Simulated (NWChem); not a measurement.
# Correlation energy of HOSi

```
Si
O 1 1.5403
H 1 1.5360 2 118.82
```
Charge 0, spin multiplicity 2.

All runs are NWChem calculations. All single points use one geometry, from UPBE0/def2-SVP, a minimum by its harmonic frequencies.

Basis set: 3-21G. Each correlation energy counts from its own Hartree-Fock reference.

```csv
method,correlation energy (mHa),remark
UMP2,-164.0,-
SCS-UMP2,-158.9,-
CCSD on UHF,-190.5,large amplitudes
CCSD[T] on UHF,-202.3,large amplitudes
CCSD(T) on UHF,-198.8,large amplitudes
CCSD on ROHF,-198.1,-
CCSD[T] on ROHF,-213.9,-
CCSD(T) on ROHF,-209.7,-
CCSDT on ROHF,-209.7,-
```

The values span 55.0 mHa, from CCSD[T] on ROHF (lowest) to SCS-UMP2 (highest). 

The correlated methods keep 6 core orbitals frozen. The structure started from a generated list of species. The unpaired electrons of the parent sit in orbitals of symmetry a' (Cs labels of the run); other states weren't searched. No SCF solution was tested for a lower state. Open-shell Hartree-Fock references start from PBE0 orbitals. No row is a measurement; the coupled-cluster row has its own basis-set and correlation limits.
